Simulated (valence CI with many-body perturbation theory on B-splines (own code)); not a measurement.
Pt VIII: E2, M1 decay

Level of theory: configuration interaction combined with many-body perturbation theory (CI+MBPT): three valence electrons over a frozen Dirac-Fock core [Xe] 4f14, radial functions for each j: 9 s, 9 p, 10 d, 8 f, 5 g, 3 h, 1 i, with the one-electron correlation potential Σ1, the two-electron term Σ2, the three-electron term Σ3, Breit, model QED; selected CI, second order for the rest, scaled by the run's own slope (own B-spline code, finite nucleus).

No measured levels were compared; by estimate terms of the open shell hold to 2 to 4 % of their energy, and close levels can change places; different configurations can be misplaced against each other by 1,000 to 8,000 cm⁻¹. Core correlation moves these levels by up to 16000 cm⁻¹, and in measured spectra 5 to 20 % of such shifts remained as error; rates that hang on mixing are uncertain with them. The list stops below the first excitations out of the core.

Lines 1 to 50 of 120 in falling wavelength, among levels below 39.955 eV, chosen from the decays that carry over 1 % of a level's rate. Wavelengths and rates use the calculated energies, so an error of 2000 cm⁻¹ moves a line at 11350 Å by 23 % and its rate by three times that or more. Electric multipoles are in the length gauge, E1 and E2 with the static RPA response of the core. Weak lines are less certain than strong ones. Lines between different terms over intervals too small for the method are left out, as are lines whose strength nearly cancels.

Levels are named by their leading jj configuration (3d3/2^4 stands for four electrons in 3d with j = 3/2), which in mixed levels can hold well under half, so a name can repeat and another be missing. Letters in brackets count levels of one name in rising energy.

| λ vac (Å) | Upper | Lower | Type | A (s⁻¹) | Branch % |
| --- | --- | --- | --- | --- | --- |
| 30450 | (5d3/2^2 5d5/2) J=1/2 | (5d3/2^2 5d5/2) J=3/2 | M1 | 9.40e-01 | 7.1 |
| 28390 | (5d3/2^2 5d5/2) J=9/2 | (5d3/2^2 5d5/2) J=7/2 | M1 | 6.62e-01 | 100.0 |
| 14420 | (5d3/2^2 5d5/2) J=7/2 | (5d3/2^2 5d5/2) J=5/2 | M1 | 1.05e+01 | 99.9 |
| 11870 | (5d3/2 5d5/2^2) J=5/2 [b] | (5d3/2 5d5/2^2) J=3/2 [a] | M1 | 4.96e+00 | 4.8 |
| 11350 | (5d5/2^3) J=9/2 | (5d3/2 5d5/2^2) J=11/2 | M1 | 2.66e+00 | 1.5 |
| 10870 | (5d3/2^2 5d5/2) J=3/2 | (5d3/2^2 5d5/2) J=5/2 | M1 | 3.87e+00 | 8.3 |
| 10450 | (5d5/2^3) J=3/2 | (5d3/2 5d5/2^2) J=5/2 [b] | M1 | 2.38e+00 | 1.1 |
| 10130 | (5d3/2 5d5/2^2) J=11/2 | (5d3/2 5d5/2^2) J=9/2 | M1 | 6.36e+00 | 18.3 |
| 9942 | (5d3/2^2 5d5/2) J=5/2 | (5d3/2^3) J=3/2 | M1 | 3.60e+01 | 100.0 |
| 7836 | (5d3/2 5d5/2^2) J=9/2 | (5d3/2^2 5d5/2) J=9/2 | M1 | 3.60e+01 | 52.1 |
| 7598 | (5d3/2 5d5/2^2) J=5/2 [b] | (5d3/2 5d5/2^2) J=5/2 [a] | M1 | 2.93e+00 | 2.8 |
| 6801 | (5d3/2 5d5/2^2) J=5/2 [a] | (5d3/2^2 5d5/2) J=3/2 | M1 | 2.90e+01 | 75.8 |
| 6782 | (5d3/2 5d5/2^2) J=7/2 [a] | (5d3/2^2 5d5/2) J=7/2 | M1 | 2.56e+01 | 21.8 |
| 6499 | (5d3/2 5d5/2^2) J=5/2 [b] | (5d3/2 5d5/2^2) J=7/2 [a] | M1 | 2.11e+00 | 2.1 |
| 6190 | (5d3/2 5d5/2^2) J=3/2 [a] | (5d3/2^2 5d5/2) J=1/2 | M1 | 1.88e+01 | 8.7 |
| 6167 | (5d5/2^3) J=3/2 | (5d3/2 5d5/2^2) J=1/2 | M1 | 3.19e+01 | 15.0 |
| 6141 | (5d3/2 5d5/2^2) J=9/2 | (5d3/2^2 5d5/2) J=7/2 | M1 | 3.30e+01 | 47.8 |
| 5892 | (5d3/2 5d5/2^2) J=5/2 [a] | (5d3/2^2 5d5/2) J=7/2 | M1 | 2.83e+00 | 7.4 |
| 5716 | (5d3/2 5d5/2^2) J=5/2 [c] | (5d3/2 5d5/2^2) J=5/2 [a] | M1 | 2.20e+01 | 32.9 |
| 5575 | (5d3/2 5d5/2^2) J=1/2 | (5d3/2^2 5d5/2) J=1/2 | M1 | 1.01e+02 | 93.8 |
| 5556 | (5d5/2^3) J=3/2 | (5d3/2 5d5/2^2) J=3/2 [a] | M1 | 5.71e+01 | 26.9 |
| 5353 | (5d5/2^3) J=9/2 | (5d3/2 5d5/2^2) J=9/2 | M1 | 7.65e+01 | 42.2 |
| 5192 | (5d3/2^2 5d5/2) J=3/2 | (5d3/2^3) J=3/2 | M1 | 4.30e+01 | 91.6 |
| 5169 | (5d3/2 5d5/2^2) J=7/2 [b] | (5d3/2 5d5/2^2) J=5/2 [a] | M1 | 1.42e+00 | 2.2 |
| 5144 | (5d3/2 5d5/2^2) J=3/2 [a] | (5d3/2^2 5d5/2) J=3/2 | M1 | 1.03e+02 | 47.3 |
| 5071 | (5d3/2 5d5/2^2) J=5/2 [c] | (5d3/2 5d5/2^2) J=7/2 [a] | M1 | 5.73e+00 | 8.6 |
| 4946 | (5d5/2^3) J=9/2 | (5d3/2 5d5/2^2) J=7/2 [a] | M1 | 8.67e+01 | 47.8 |
| 4832 | (5d3/2 5d5/2^2) J=3/2 [b] | (5d5/2^3) J=3/2 | M1 | 5.08e+00 | 2.0 |
| 4712 | (5d3/2 5d5/2^2) J=1/2 | (5d3/2^2 5d5/2) J=3/2 | M1 | 2.61e+00 | 2.4 |
| 4636 | (5d3/2 5d5/2^2) J=7/2 [b] | (5d3/2 5d5/2^2) J=7/2 [a] | M1 | 1.48e+01 | 22.6 |
| 4613 | (5d3/2 5d5/2^2) J=7/2 [a] | (5d3/2^2 5d5/2) J=5/2 | M1 | 9.15e+01 | 78.1 |
| 4436 | (5d3/2^2 5d5/2) J=1/2 | (5d3/2^3) J=3/2 | M1 | 1.19e+01 | 89.5 |
| 4436 | (5d3/2^2 5d5/2) J=1/2 | (5d3/2^3) J=3/2 | E2 | 4.42e-01 | 3.3 |
| 4419 | (5d3/2 5d5/2^2) J=11/2 | (5d3/2^2 5d5/2) J=9/2 | M1 | 2.84e+01 | 81.6 |
| 4399 | (5d5/2^3) J=3/2 | (5d3/2 5d5/2^2) J=5/2 [a] | M1 | 6.01e+01 | 28.3 |
| 4277 | (5d5/2^3) J=5/2 | (5d5/2^3) J=3/2 | M1 | 7.73e+00 | 1.8 |
| 4183 | (5d3/2 5d5/2^2) J=5/2 [a] | (5d3/2^2 5d5/2) J=5/2 | M1 | 4.40e+00 | 11.5 |
| 3856 | (5d3/2 5d5/2^2) J=3/2 [b] | (5d3/2 5d5/2^2) J=5/2 [c] | M1 | 3.65e+01 | 14.3 |
| 3735 | (5d5/2^3) J=5/2 | (5d3/2 5d5/2^2) J=7/2 [b] | M1 | 4.34e+01 | 10.1 |
| 3589 | (5d3/2 5d5/2^2) J=5/2 [b] | (5d3/2^2 5d5/2) J=3/2 | M1 | 1.48e+01 | 14.4 |
| 3494 | (5d5/2^3) J=5/2 | (5d3/2 5d5/2^2) J=5/2 [c] | M1 | 1.08e+02 | 25.1 |
| 3492 | (5d3/2 5d5/2^2) J=3/2 [a] | (5d3/2^2 5d5/2) J=5/2 | M1 | 7.32e+01 | 33.6 |
| 3319 | (5d3/2 5d5/2^2) J=5/2 [b] | (5d3/2^2 5d5/2) J=7/2 | M1 | 6.19e+01 | 60.1 |
| 3304 | (5d3/2 5d5/2^2) J=3/2 [b] | (5d3/2 5d5/2^2) J=5/2 [b] | M1 | 7.25e+01 | 28.3 |
| 3106 | (5d3/2 5d5/2^2) J=5/2 [c] | (5d3/2^2 5d5/2) J=3/2 | M1 | 1.50e+01 | 22.5 |
| 3049 | (5d3/2 5d5/2^2) J=7/2 [b] | (5d3/2^2 5d5/2) J=9/2 | M1 | 2.91e+01 | 44.3 |
| 3049 | (5d3/2 5d5/2^2) J=7/2 [b] | (5d3/2^2 5d5/2) J=9/2 | E2 | 1.02e+00 | 1.5 |
| 2944 | (5d3/2 5d5/2^2) J=5/2 [a] | (5d3/2^3) J=3/2 | M1 | 1.85e+00 | 4.8 |
| 2901 | (5d3/2 5d5/2^2) J=5/2 [c] | (5d3/2^2 5d5/2) J=7/2 | M1 | 3.87e+00 | 5.8 |
| 2860 | (5d5/2^3) J=9/2 | (5d3/2^2 5d5/2) J=7/2 | M1 | 1.37e+01 | 7.5 |
